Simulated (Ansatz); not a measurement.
C2H5FSSi can be A, `FC1C[SiH2]S1`, or B, `CC1(F)[SiH2]S1`.

Computed with Ansatz on PBE0-D4/def2-TZVP structures; ΔE is electronic, products minus reactants. CCSD(T)/CBS adds triple-zeta CCSD(T) − MP2 to the extrapolated MP2 energy (def2 sets, frozen cores). Functionals use def2-TZVPP. B3LYP here is the variant with VWN-RPA as its local correlation; programs differ in this.

Task: Which is lower in electronic energy at CCSD(T)/CBS, and by how much? (Best estimate.)

Result: The calculation gave: A, by 49.2 kJ/mol.

Task: Give E(B) − E(A) in kJ/mol with CCSD(T)/def2-TZVPP, B3LYP, MP2/def2-TZVPP, HF/def2-TZVPP, ωB97M-V, PBE-D4, CCSD/def2-TZVPP. (An estimate is asked.)

Result: Computed: CCSD(T)/def2-TZVPP 50.6, B3LYP 44.3, MP2/def2-TZVPP 49.3, HF/def2-TZVPP 60.3, ωB97M-V 51.3, PBE-D4 41.8, CCSD/def2-TZVPP 53.5. None reverses the order clearly.

Largest T1 diagnostic: 0.013.

From PBE to PBE0 (25 % exact exchange), in def2-TZVPP and without D4, E(B) − E(A) moves by +7.8 kJ/mol. In def2-TZVPP, CCSD(T) changes the Hartree–Fock value by −9.6 kJ/mol (the triples alone add −2.9 kJ/mol) and MP2 by −11.0 kJ/mol.
